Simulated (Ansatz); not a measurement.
Relaxation of the cluster Ba3⁺ with UKS r2SCAN/def2-TZVP.

```sh
$ ansatz run in.yaml --threads 4 --pin off --events-out ev --progress --plain --max-ram 3916MiB
```

```yaml
crystal:
  periodic: [false, false, false]
  atoms:
    - {symbol: Ba, position_ang: [-2.567260, -1.178270, -0.622410]}
    - {symbol: Ba, position_ang: [2.366340, -0.691380, 1.512370]}
    - {symbol: Ba, position_ang: [0.200920, 1.869650, -0.889960]}
basis:
  gaussian: {orbitals: def2-TZVP}
total_charge: 1
magnetization: {spin_polarized: true, initial_magnetization: 1}
hamiltonian: {xc: r2scan}
scf: {lower_state_search: "off"}
output: {orbitals: {seedname: orbitals}}
relax: {f_tol: 0.02, max_steps: 100}
```

Hardware: 4 threads of Intel Xeon on a shared host. Wall time 45 s.

Positions (Å) and forces (eV/Å) at steps 1, 2, 3, 4, 7 of 7:

```xyz
3
step=1 energy=-2075.0082 eV
Ba   -2.567   -1.178   -0.622    0.141   -0.016    0.077
Ba    2.366   -0.691    1.512   -0.147   -0.045   -0.048
Ba    0.201    1.870   -0.890    0.006    0.060   -0.029
3
step=2 energy=-2075.0634 eV
Ba   -2.428   -1.201   -0.543    0.113   -0.029    0.070
Ba    2.219   -0.742    1.468   -0.122   -0.052   -0.031
Ba    0.209    1.943   -0.925    0.008    0.081   -0.039
3
step=3 energy=-2075.1171 eV
Ba   -2.267   -1.252   -0.438    0.082    0.007    0.036
Ba    2.044   -0.827    1.428   -0.082   -0.009   -0.035
Ba    0.223    2.080   -0.990    0.000    0.003   -0.001
3
step=4 energy=-2075.1239 eV
Ba   -2.095   -1.267   -0.347   -0.052   -0.020   -0.014
Ba    1.865   -0.876    1.367    0.048   -0.011    0.029
Ba    0.230    2.143   -1.020    0.003    0.031   -0.015
3
step=7 energy=-2075.1282 eV
Ba   -2.169   -1.268   -0.382    0.007    0.002    0.002
Ba    1.940   -0.862    1.396   -0.006    0.001   -0.004
Ba    0.229    2.130   -1.014    0.000   -0.003    0.002
```

In the def2 sets Ba takes a core potential; there is no spin–orbit coupling. The charge 1 doublet is spin-contaminated (final ⟨S²⟩ up to 1.94, 0.75 for a pure state). The structure comes from a short search, and lower isomers may exist.
